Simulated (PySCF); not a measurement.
C₃H₂N₃, SMILES [c]1ncncn1, multiplicity 2.

Geometry optimised at B3LYP-D3(BJ)/def2-SVP. The isomer is the one that the SMILES or the coordinates give; other isomers of the formula were not compared.

Calculation: PBE/def2-TZVP in PySCF.

The molecule is in vacuum.

**Question.** Estimate the frontier levels, dipole moment and polarisability. (An estimate is asked for; the answer gives what the named calculation found.)

**Answer.** 
```json
{
  "α spin, highest occupied and lowest empty level": "-5.42 and -3.11 eV",
  "β spin, highest occupied and lowest empty level": "-6.86 and -3.53 eV",
  "dipole_moment": "1.60 D",
  "quadrupole, principal values (traceless, Buckingham form, about the centre of nuclear charge)": "-5.43, 2.25, 3.18 D·Å",
  "mean_static_polarisability": "50.2 bohr³ (7.44 Å³)",
  "polarisability_principal_values": "30.1, 59.9, 60.7 bohr³",
  "⟨S²⟩": "0.754 (pure state 0.75)"
}
```
